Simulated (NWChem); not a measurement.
System: BiCl₂ cation; SMILES [Cl][Bi+][Cl]

The following NWChem deck was run.

```
start job
memory heap 200 mb stack 900 mb global 1100 mb
charge 1
geometry units angstroms noautoz
  Bi     0.000000     0.000000     0.402235
  Cl     1.825369     0.000000    -1.129613
  Cl    -1.825369     0.000000    -1.129613
end
basis spherical
  Bi library def2-svp
  Cl library def2-svp
end
ecp
  Bi library def2-ecp
end
dft
  xc xpbe96 cpbe96
  iterations 150
  mulliken
end
task dft energy
```

Excerpt of the output:

```
             Northwest Computational Chemistry Package (NWChem) 7.3.0
             --------------------------------------------------------

 C2V symmetry detected

                             Geometry "geometry" -> ""
                             -------------------------

 Output coordinates in angstroms (scale by  1.889725989 to convert to a.u.)

  No.       Tag          Charge          X              Y              Z
 ---- ---------------- ---------- -------------- -------------- --------------
    1 Bi                  83.0000     0.00000000     0.00000000     0.44515241
    2 Cl                  17.0000     1.82536900     0.00000000    -1.08669559
    3 Cl                  17.0000    -1.82536900     0.00000000    -1.08669559

 Effective nuclear repulsion energy (a.u.)     668.5626398400

      Symmetry information
      --------------------

 Group name             C2v
 Group number             16
 Group order               4
 No. of unique centers     2

 Summary of "ao basis" -> "ao basis" (spherical)
 ------------------------------------------------------------------------------
       Tag                 Description            Shells   Functions and Types
 ---------------- ------------------------------  ------  ---------------------
 Bi                         def2-svp                10       26   4s4p2d
 Cl                         def2-svp                 8       18   4s3p1d

      Symmetry analysis of basis
      --------------------------

        a1         25
        a2          7
        b1         19
        b2         11

            General Information
            -------------------
          SCF calculation type: DFT
          Wavefunction type:  closed shell.
          No. of atoms     :     3
          No. of electrons :    56
           Alpha electrons :    28
            Beta electrons :    28
          Charge           :     1
          Spin multiplicity:     1
          Use of symmetry is: on ; symmetry adaption is: on
          Maximum number of iterations: 150
          AO basis - number of functions:    62
                     number of shells:    26
          Convergence on energy requested:  1.00D-06
          Convergence on density requested:  1.00D-05
          Convergence on gradient requested:  5.00D-04

              XC Information
              --------------
          PerdewBurkeErnzerhof Exchange Functional  1.000
            Perdew 1991 LDA Correlation Functional  1.000 local
           PerdewBurkeErnz. Correlation Functional  1.000 non-local

             Grid Information
             ----------------
          Grid used for XC integration:  medium
          Radial quadrature: Mura-Knowles
          Angular quadrature: Lebedev.
          Tag              B.-S. Rad. Rad. Pts. Rad. Cut. Ang. Pts.
          ---              ---------- --------- --------- ---------
          Bi                  1.60      123           8.0       590
          Cl                  1.00       88          10.0       590
          Grid pruning is: on
          Number of quadrature shells:   211
          Spatial weights used:  Erf1

      Superposition of Atomic Density Guess
      -------------------------------------

 Sum of atomic energies:       -1164.06605102

 Renormalizing density from      57.00 to     56

      Non-variational initial energy
      ------------------------------

 Total energy =   -1121.197192
 1-e energy   =   -2036.779796
 2-e energy   =     700.035774
 HOMO         =      -0.671965
 LUMO         =      -0.377093

      Symmetry analysis of molecular orbitals - initial
      -------------------------------------------------

  Numbering of irreducible representations:

     1 a1          2 a2          3 b1          4 b2

  Orbital symmetries:

     1 a1          2 b1          3 b1          4 a1          5 a1
     6 b1          7 a1          8 b1          9 b2         10 a2
    11 a1         12 b1         13 a1         14 b2         15 b1
    16 a1         17 a1         18 a2         19 b2         20 a1
    21 b1         22 a1         23 b1         24 a1         25 b2
    26 a2         27 b1         28 a1         29 b2         30 a1
    31 b1         32 a1         33 b1         34 a1         35 b2
    36 a1         37 a2         38 b2

     ---------------------------------------------
      Total Density - Mulliken Population Analysis
     ---------------------------------------------

    Atom       Charge   Shell Charges
 -----------   ------   -------------------------------------------------------
    1 Bi  23    20.92   2.93 -0.86  1.40  0.49  4.72  1.26  0.62  0.26  9.85  0.25
    2 Cl  17    17.54   2.00  2.00  1.35  0.61  5.96  2.44  3.17  0.01
    3 Cl  17    17.54   2.00  2.00  1.35  0.61  5.96  2.44  3.17  0.01

   convergence    iter        energy       DeltaE   RMS-Dens  Diis-err
 ---------------- ----- ----------------- --------- --------- ---------
 d= 0,ls=0.0,diis     1  -1133.9633598022 -1.35D+03  5.99D-02  1.69D+00
 d= 0,ls=0.0,diis     2  -1132.3548557487  1.61D+00  5.14D-02  8.96D+00
 d= 0,ls=0.0,diis     3  -1134.1305862258 -1.78D+00  1.04D-02  2.13D-01
 d= 0,ls=0.0,diis     4  -1134.1720366906 -4.15D-02  1.67D-03  1.15D-02
 d= 0,ls=0.0,diis     5  -1134.1735665039 -1.53D-03  4.69D-04  1.32D-03
  Resetting Diis
 d= 0,ls=0.0,diis     6  -1134.1738020543 -2.36D-04  1.64D-04  1.35D-04
 d= 0,ls=0.0,diis     7  -1134.1738295093 -2.75D-05  1.08D-04  3.91D-06
 d= 0,ls=0.0,diis     8  -1134.1738256402  3.87D-06  8.40D-05  2.39D-05
 d= 0,ls=0.0,diis     9  -1134.1738301002 -4.46D-06  1.06D-05  6.01D-07
 d= 0,ls=0.0,diis    10  -1134.1738301974 -9.72D-08  1.26D-06  4.40D-09

         Total DFT energy =    -1134.173830197436
      One electron energy =    -2060.330768350624
           Coulomb energy =      783.655583472292
    Exchange-Corr. energy =      -73.045475452589
 Nuclear repulsion energy =      215.546830133486

 Numeric. integr. density =       55.999999179407

[...]
```

Level: PBE/def2-SVP with def2 effective core potentials on Bi. The geometry was optimised at PBE0/def2-SVP. def2 effective core potentials on Bi; no spin-orbit coupling.
